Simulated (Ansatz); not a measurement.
`[OH][Ge][Cl]` + HBr → `[Cl][Ge][Br]` + H₂O at 700 K and 1 bar (ligand exchange at a Ge–O bond).

Gas-phase electronic energies from Ansatz, PBE0-D4/def2-TZVP geometries. CBS: MP2 limit from def2 TZ/QZ plus the TZ coupled-cluster correction, frozen cores. This one scheme is used for every species. For Br, Ge outer-core shells are correlated without core-valence functions, which leaves a few kJ/mol of doubt a bond. Scalar relativity is left out up to krypton. One conformer a species, not always the lowest.

```
       species  CCSD(T)/CBS energy (Eh)  H − E (kJ/mol)  S (J/(mol·K))
`[OH][Ge][Cl]`              -2611.73425            78.6          348.6
           HBr              -2573.91920            36.5          223.7
`[Cl][Ge][Br]`              -5109.28758            41.3          360.9
           H₂O                -76.37941            80.5          218.4
```

H − E and S are ideal-gas, rigid-rotor, harmonic terms from PBE0-D4/def2-TZVP, for one conformer and one mirror image of each species. 1 Eh = 2625.50 kJ/mol, R = 8.31446 J/(mol·K).

**Question.** By hand: ΔE, ΔH, ΔS and ΔG.

**Answer.** ΔE = (-5109.28758) + (-76.37941) − (-2611.73425) − (-2573.91920) = -0.01354 Eh = -35.5 kJ/mol. Δ(H − E) = 41.3 + 80.5 − 78.6 − 36.5 = 6.7, so ΔH = -28.8 kJ/mol. ΔS = 360.9 + 218.4 − 348.6 − 223.7 = 7.0 J/(mol·K). ΔG = -28.8 − 700 × (7.0)/1000 = -33.7 kJ/mol.

**Question.** By hand: the equilibrium constant, and the temperature at which ΔG would vanish if ΔH and ΔS stayed fixed.

**Answer.** log₁₀ K = −ΔG/(RT ln 10) = 2.5. ΔH and −TΔS have one sign here, so there is no such temperature.

The number of gas molecules stays the same, so ΔS is small and ΔH decides. A doubt of 5 kJ/mol in ΔE shifts log₁₀ K by 0.4 here. Other conformers and mirror images would add mixing entropy, several J/(mol·K) or more a flexible species. These are equilibria of isolated gas molecules and say nothing of rates. Largest T1 diagnostic: 0.014 (customary marks: 0.02 for closed shells, 0.045 for open ones).

ΔS is within the doubt of such terms, so its sign, and with it that verdict, could turn.
